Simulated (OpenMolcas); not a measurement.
Ir+.

```yaml
Program: OpenMolcas 26.06
Method: RASSCF
Basis: ANO-RCC-VTZP [8s7p5d3f1g]
Scalar_Hamiltonian: DKH2, point nucleus
Active_space: 8 electrons in 9 orbitals (RAS2 5d 6s; RAS3 6p, at most 2 electrons)
State_averaging: 2S+1 = 5 even, 15 roots; 2S+1 = 3 even, 90 roots kept (CI in the orbitals of an earlier block); 2S+1 = 1 even, 78 roots kept (CI in the orbitals of an earlier block, 77 in the spin-orbit step); 2S+1 = 5 odd, 22 roots; 2S+1 = 7 odd, 15 roots kept (CI in the orbitals of an earlier block, 5 in the spin-orbit step); 2S+1 = 3 odd, 16 roots kept (CI in the orbitals of an earlier block, 9 in the spin-orbit step); 2S+1 = 1 odd, 9 roots kept (CI in the orbitals of an earlier block, 0 in the spin-orbit step)
Spin-orbit_coupling: state interaction with AMFI integrals over the reference wave functions, term energies averaged over their components
```

Levels without dynamic correlation, in cm-1 above 5d7 6s 5F5:

| Level | E |
| --- | --- |
| 5d7 6s 3H6 | 25807 |
| 5d7 6s 5P3 | 16664 |
| 5d7 6s 3G5 [69 %] | 20036 |
| 5d7 6s 3D3 [68 %] | 29519 |

On this reference, MS-RASPT2, IPEA 0.25 Eh, imaginary shift 0.1 Eh (closed shells correlated: 5s 5p) puts 5d7 6s 3H6 at 23650 cm-1.

Question: Estimate the other levels at that method by one scale factor, and say how well it serves.

Answer: The factor is 23650 / 25807 = 0.916. Scaled values beside those that MS-RASPT2 gives and measured ones (NIST Handbook of Basic Atomic Spectroscopic Data):
```
            Level  Scaled  MS-RASPT2  Miss (%)  Measured
       5d7 6s 5P3   15264      14120      +8.1     12715
5d7 6s 3G5 [69 %]   18353      18520      -0.9     17478
5d7 6s 3D3 [68 %]   27039      26990      +0.2
```
For these levels the scaled values miss MS-RASPT2 by up to 8.1 %, as correlation changes each term by its own factor, spin-orbit parts do not scale and CASPT2 has its own spread within terms. This holds within one configuration; levels of others move differently, and the target method has errors of its own against measurement.

CASPT2 does not keep the components of a term degenerate, so their means are used; among the terms shown or strongly mixed into the levels shown the widest spread is 1300 cm-1 (5d7 6s 5F, MS-RASPT2). Some high roots are left out of the spin-orbit mixing, which shifts the levels that they would mix with. Terms from blocks run as CI alone lack orbitals of their own. Configurations are named by rounded mean occupations; where the s occupation lies near a half they are strongly mixed, a name can repeat and a true partner stay unpaired. Without dynamic correlation excited terms often stand tens of per cent too high (terms of higher spin than the ground term too low), and those without a measured partner can miss by more than the paired ones (holds for RASSCF). Blocks of more than 70 roots (2S+1 = 3 even, 1 even) ran without multistate coupling (holds for MS-RASPT2). Computed and measured levels are paired by configuration, term and J; levels that our copy of the source lacks, or whose pairing is in doubt (as where it misses far off the trend of its configuration), stay unpaired and out of the deviations. Levels of configurations outside the active space are missing.

A share in square brackets marks a mixed level and gives the weight of the term that names it, the lowest over the columns.
